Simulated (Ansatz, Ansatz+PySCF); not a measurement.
```xyz
2

I     0.0000    0.0000   -0.6181
Cl    0.0000    0.0000    1.9271
```

Basis set: def2-SVP (spherical functions, with the set's core potentials past Kr). Frozen core: 9 orbitals. Charge 0, multiplicity 1.

Computed with Ansatz (development build ahead of 0.2.0); each method stands on the lowest determinant of its kind that the runs found. Restricted open shells among the atoms or ions are ROHF, correlated in semicanonical orbitals with singles.

(1) Give the atomization energy at this shape (free ground-state atoms in the same class of orbitals less the molecule, no zero-point energy) of singlet ICl by RHF-CCSD(T), RHF-CCSD, RHF-MP2, UHF-MP2, UHF, RHF.

Results:

(1)

```json
{"method": "RHF-CCSD(T)", "atomization energy": "37.55 kcal/mol"}
{"method": "RHF-CCSD", "atomization energy": "34.65 kcal/mol"}
{"method": "RHF-MP2", "atomization energy": "36.38 kcal/mol"}
{"method": "UHF-MP2", "atomization energy": "34.87 kcal/mol"}
{"method": "UHF", "atomization energy": "9.11 kcal/mol"}
{"method": "RHF", "atomization energy": "13.39 kcal/mol"}
```

Caution for UHF-MP2: another reference gives a lower total.
